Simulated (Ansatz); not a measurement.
Molecule: sum formula AlNH2F2 (charge 0, singlet). 
Structure (B3LYP-D3(BJ)/def2-TZVP (Ansatz, a first-principles code) minimum search):
```
Al
F 1 1.6453
F 1 1.6453 2 118.59
N 1 1.7487 2 120.70 3 -180.00
H 4 1.0070 1 124.49 2 0.00
H 4 1.0070 5 111.03 1 180.00
```

Dipole moments at this geometry, in debye (magnitudes).

| level | program | dipole (D) |
|---|---|---|
| PBE/def2-TZVPD | Ansatz | 2.52 |
| BLYP/def2-TZVPD | Ansatz | 2.51 |
| revPBE/def2-TZVPD | Ansatz | 2.49 |
| r2SCAN/def2-TZVPD | Ansatz | 2.52 |
| B3LYP/def2-TZVPD | Ansatz | 2.54 |
| PBE0/def2-TZVPD | Ansatz | 2.55 |
| BHLYP/def2-TZVPD | Ansatz | 2.56 |
| r2SCANh/def2-TZVPD | Ansatz | 2.53 |
| r2SCAN0/def2-TZVPD | Ansatz | 2.54 |
| HSE06/def2-TZVPD | Ansatz | 2.55 |
| LC-wPBE/def2-TZVPD | Ansatz | 2.53 |
| wB97M-V/def2-TZVPD | Ansatz | 2.51 |
| wB97X-V/def2-TZVPD | Ansatz | 2.51 |
| CCSD(T)/aug-cc-pV(D+d)Z | Ansatz | 2.52 |
